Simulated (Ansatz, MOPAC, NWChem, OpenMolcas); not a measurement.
How methods differ on BrCl (bromine chloride)

BrCl: 2 atoms, total charge 0, spin state singlet. SMILES: `ClBr`. The bond length is the measured one.

```xyz
2

Cl    0.0000    0.0000    0.0000
Br    0.0000    0.0000    2.1361
```

Quantity: the dipole moment, in D. The values are calculated.

**The experiment to reproduce.** NIST CCCBDB gives the dipole moment of the gas as 0.52 D.

| level | kind | program | value (D) | computed − measured | CPU time |
| --- | --- | --- | --- | --- | --- |
| PM6 | semi-empirical | MOPAC | 0.59 | +0.07 | under 2 s |
| HF/def2-TZVPPD | Hartree–Fock | OpenMolcas | 0.50 | -0.02 | 10 s |
| SVWN5/def2-TZVPPD | LDA | NWChem | 0.43 | -0.09 | 46 s |
| revPBE/def2-TZVPPD | GGA | NWChem | 0.43 | -0.09 | 36 s |
| TPSS/def2-TZVPPD | meta-GGA | OpenMolcas | 0.43 | -0.09 | 23 s |
| BHLYP/def2-TZVPPD | global hybrid | NWChem | 0.48 | -0.04 | 33 s |
| M06-2X/def2-TZVPPD | hybrid meta-GGA | OpenMolcas | 0.44 | -0.08 | 20 s |
| wB97X/def2-TZVPPD | range-separated hybrid | NWChem | 0.52 | 0.00 | 76 s |
| FCI/STO-3G (density fitting with cc-pVTZ-jkfit) | exact in the basis | Ansatz | 1.02 | +0.50 | 0.17 s |

Nearest: wB97X/def2-TZVPPD (0.00 D); farthest: FCI/STO-3G (density fitting with cc-pVTZ-jkfit) (+0.50 D). The measured dipole is a vibrational average, so differences of a few hundredths of a debye mean little. Computed less measured by kind, in D (def2-TZVPPD rows): semi-empirical +0.07; Hartree–Fock -0.02; LDA -0.09; GGA -0.09; meta-GGA -0.09; global hybrid -0.08 to -0.04; range-separated hybrid +0.00. All-electron rows without a relativistic Hamiltonian named are non-relativistic. High-level rows in very small sets aren't better than simpler rows in larger ones. Magnitudes only: a small dipole may point the other way at some levels. Sets without polarisation functions give poor dipoles. CPU times are rough (shared hosts, several kinds of processor): they show what a rung costs within a factor of a few.
